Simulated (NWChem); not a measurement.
Program: NWChem. System: C2H2F2, charge 0, spin multiplicity 1, displaced from the optimised geometry. Level: BP86/def2-TZVP.

Input file:

```
start mol
memory heap 200 mb stack 900 mb global 1100 mb
geometry units angstroms nocenter noautoz
  C      0.000000     0.000000    -1.414207
  C      0.000000     0.000000    -0.061447
  F      1.101459     0.000000     0.710192
  F     -1.101459     0.000000     0.710192
  H     -0.964343     0.000000    -1.964767
  H      0.964343     0.000000    -1.964767
  symmetry group C2v
end
basis spherical
  * library def2-tzvp
end
dft
  xc becke88 perdew86
  semidirect memsize 60000000 filesize 0
  iterations 100
  grid coarse
end
task dft gradient
```

NWChem printed:

```
             Northwest Computational Chemistry Package (NWChem) 7.3.0
             --------------------------------------------------------

                                NWChem Input Module
                                -------------------

 Scaling coordinates for geometry "geometry" by  1.889725989
 (inverse scale =  0.529177249)

 Turning off AUTOSYM since
 SYMMETRY directive was detected!

                             Geometry "geometry" -> ""
                             -------------------------

 Output coordinates in angstroms (scale by  1.889725989 to convert to a.u.)

  No.       Tag          Charge          X              Y              Z
 ---- ---------------- ---------- -------------- -------------- --------------
    1 C                    6.0000     0.00000000     0.00000000    -1.41420700
    2 C                    6.0000     0.00000000     0.00000000    -0.06144700
    3 F                    9.0000     1.10145900     0.00000000     0.71019200
    4 F                    9.0000    -1.10145900     0.00000000     0.71019200
    5 H                    1.0000    -0.96434300     0.00000000    -1.96476700
    6 H                    1.0000     0.96434300     0.00000000    -1.96476700

 Effective nuclear repulsion energy (a.u.)     115.2627884812

            Nuclear Dipole moment (a.u.)
            ----------------------------
        X                 Y               Z
 ---------------- ---------------- ----------------
     0.0000000000     0.0000000000    -0.0000037795

      Symmetry information
      --------------------

 Group name             C2v
 Group number             16
 Group order               4
 No. of unique centers     4

      Symmetry unique atoms

     1    2    3    5


 Summary of "ao basis" -> "" (spherical)
 ------------------------------------------------------------------------------
       Tag                 Description            Shells   Functions and Types
 ---------------- ------------------------------  ------  ---------------------
 *                         def2-tzvp                  on all atoms

  perdew86 is a nonlocal functional; adding perdew81 local functional.

                                 NWChem DFT Module
                                 -----------------

 Summary of "ao basis" -> "ao basis" (spherical)
 ------------------------------------------------------------------------------
       Tag                 Description            Shells   Functions and Types
 ---------------- ------------------------------  ------  ---------------------
 C                         def2-tzvp                11       31   5s3p2d1f
 F                         def2-tzvp                11       31   5s3p2d1f
 H                         def2-tzvp                 4        6   3s1p

 Summary of "ao basis" -> "ao basis" (spherical)
 ------------------------------------------------------------------------------
       Tag                 Description            Shells   Functions and Types
 ---------------- ------------------------------  ------  ---------------------
 C                         def2-tzvp                11       31   5s3p2d1f
 F                         def2-tzvp                11       31   5s3p2d1f
 H                         def2-tzvp                 4        6   3s1p

      Symmetry analysis of basis
      --------------------------

        a1         54
        a2         17
        b1         40
        b2         25

            General Information
            -------------------
          SCF calculation type: DFT
[...]
 Vector   18  Occ=0.000000D+00  E= 3.073468D-02  Symmetry=a1
              MO Center=  8.7D-14, -7.1D-15, -6.3D-01, r^2= 4.8D+00
   Bfn.  Coefficient  Atom+Function         Bfn.  Coefficient  Atom+Function
  ----- ------------  ---------------      ----- ------------  ---------------
    36      1.416549  2 C  s                  5     -1.196855  1 C  s
   127      0.914322  5 H  s                133      0.914322  6 H  s
     4     -0.820846  1 C  s                 35      0.612556  2 C  s
    67     -0.578720  3 F  s                 98     -0.578720  4 F  s
    74      0.269930  3 F  px               105     -0.269930  4 F  px

 Vector   19  Occ=0.000000D+00  E= 4.563180D-02  Symmetry=b1
              MO Center= -4.8D-14, -1.8D-16, -1.3D+00, r^2= 3.8D+00
   Bfn.  Coefficient  Atom+Function         Bfn.  Coefficient  Atom+Function
  ----- ------------  ---------------      ----- ------------  ---------------
   127      1.544567  5 H  s                133     -1.544567  6 H  s
    12      1.144797  1 C  px                40      0.336230  2 C  px
    37      0.287615  2 C  px                 6      0.194525  1 C  px
    67     -0.184052  3 F  s                 98      0.184052  4 F  s
    76      0.167495  3 F  pz               107     -0.167495  4 F  pz

 center of mass
 --------------
 x =   0.00000000 y =   0.00000000 z =   0.15696119

 moments of inertia (a.u.)
 ------------------
         180.513885972156           0.000000000000           0.000000000000
           0.000000000000         351.827267512646           0.000000000000
           0.000000000000           0.000000000000         171.313381540490

     Multipole analysis of the density
     ---------------------------------

     L   x y z        total         alpha         beta         nuclear
     -   - - -        -----         -----         ----         -------
     0   0 0 0     -0.000000    -16.000000    -16.000000     32.000000

     1   1 0 0     -0.000000     -0.000000     -0.000000      0.000000
     1   0 1 0     -0.000000     -0.000000     -0.000000      0.000000
     1   0 0 1     -0.463213     -0.231605     -0.231605     -0.000004

     2   2 0 0    -16.390107    -50.508112    -50.508112     84.626116
     2   1 1 0      0.000000      0.000000      0.000000      0.000000
     2   1 0 1      0.000000      0.000000      0.000000      0.000000
     2   0 2 0    -17.042034     -8.521017     -8.521017      0.000000
     2   0 1 1      0.000000      0.000000      0.000000      0.000000
     2   0 0 2    -15.303824    -59.114288    -59.114288    102.924751

            General Information
            -------------------
          SCF calculation type: DFT
          Wavefunction type:  closed shell.
          No. of atoms     :     6
          No. of electrons :    32
           Alpha electrons :    16
            Beta electrons :    16
          Charge           :     0
          Spin multiplicity:     1
          Use of symmetry is: on ; symmetry adaption is: on
          Maximum number of iterations: 100
          AO basis - number of functions:   136
                     number of shells:    52
          Convergence on energy requested:  1.00D-06
          Convergence on density requested:  1.00D-05
          Convergence on gradient requested:  5.00D-04

              XC Information
              --------------
                    Becke 1988 Exchange Functional  1.000
                Perdew 1981 Correlation Functional  1.000 local
                Perdew 1986 Correlation Functional  1.000 non-local

             Grid Information
             ----------------
          Grid used for XC integration:  coarse
          Radial quadrature: Mura-Knowles
          Angular quadrature: Lebedev.
          Tag              B.-S. Rad. Rad. Pts. Rad. Cut. Ang. Pts.
          ---              ---------- --------- --------- ---------
          C                   0.70       35           8.0       302
          F                   0.50       35          10.0       302
          H                   0.35       35           8.0       302
          Grid pruning is: on
          Number of quadrature shells:   140
          Spatial weights used:  Erf1

          Convergence Information
          -----------------------
          Convergence aids based upon iterative change in
          total energy or number of iterations.
          Levelshifting, if invoked, occurs when the
          HOMO/LUMO gap drops below (HL_TOL):  1.00D-02
          DIIS, if invoked, will attempt to extrapolate
          using up to (NFOCK): 10 stored Fock matrices.

                    Damping( 0%)  Levelshifting(0.5)       DIIS
                  --------------- ------------------- ---------------
          dE  on:    start            ASAP                start
          dE off:    2 iters        100 iters           100 iters

      Screening Tolerance Information
      -------------------------------
          Density screening/tol_rho:  1.00D-10
          AO Gaussian exp screening on grid/accAOfunc:  14
          CD Gaussian exp screening on grid/accCDfunc:  20
          XC Gaussian exp screening on grid/accXCfunc:  20
          Schwarz screening/accCoul:  1.00D-08

                            NWChem DFT Gradient Module
                            --------------------------

  charge          =   0.00
  wavefunction    = closed shell

  Using symmetry

                         DFT ENERGY GRADIENTS

    atom               coordinates                        gradient
                 x          y          z           x          y          z
   1 C       0.000000   0.000000  -2.672464    0.000000   0.000000  -0.013064
   2 C       0.000000   0.000000  -0.116118    0.000000   0.000000   0.017680
   3 F       2.081456   0.000000   1.342068    0.009588   0.000000   0.005648
   4 F      -2.081456   0.000000   1.342068   -0.009588   0.000000   0.005648
   5 H      -1.822344   0.000000  -3.712871   -0.013161   0.000000  -0.007955
   6 H       1.822344   0.000000  -3.712871    0.013161   0.000000  -0.007955

                 ----------------------------------------
                 |  Time  |  1-e(secs)   |  2-e(secs)   |
                 ----------------------------------------
                 |  CPU   |       0.01   |       3.58   |
                 ----------------------------------------
                 |  WALL  |       0.01   |       3.58   |
                 ----------------------------------------

 Task  times  cpu:        6.6s     wall:        6.6s

 Total times  cpu:        6.7s     wall:        6.7s
```
